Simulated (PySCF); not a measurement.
# Calculated NMR data

Relativity neglected, a single conformation, equivalent nuclei averaged, no solvent. NMR shieldings at PBE0/pcSseg-1/GIAO; GFN2-xTB geometry; PySCF 2.14.0 with density-fitted response routines.

Chemical shifts δ = σref − σ; $^{1}$H (31.72 ppm) and $^{13}$C (186.93 ppm) vs TMS, all at this level. Where no couplings were computed, multiplicities follow the n + 1 count of equivalent neighbours, and m marks all less simple cases (inequivalent or close neighbours, rings, F or P nearby). Shifts are as computed. Against solution values, carbons near 30 ppm lie about +3 ppm off and those near 130 ppm about +5 ppm. Of 1309 compounds with measured shifts, 239 miss one by over three times the rms of a fit or turn the order of signals round; such compounds aren't used in these exercises.

**1.** `C(=C/C)(/C#N)O[SiH2]C(C)=O`, C₆H₉NO₂Si. $^{1}$H NMR (500 MHz, computed): δ 5.62 (q, 1H), 4.59 (s, 2H), 2.74 (s, 3H), 2.17 (d, 3H). $^{13}$C{$^{1}$H} NMR (computed): δ 243.7, 134.6, 129.2, 118.9, 42.1, 17.3.

**2.** `InChI=1S/C8H9NSi/c9-7-8(5-6-10)3-1-2-4-8/h1-6H,10H3/b6-5-`. $^{1}$H NMR (500 MHz, computed): δ 7.05 (d, 1H), 6.93 (m, 2H), 6.68 (d, 2H), 6.13 (m, 1H), 3.82 (d, 3H). $^{13}$C{$^{1}$H} NMR (computed): δ 151.6, 148.4, 145.0, 132.0, 121.9, 56.4.
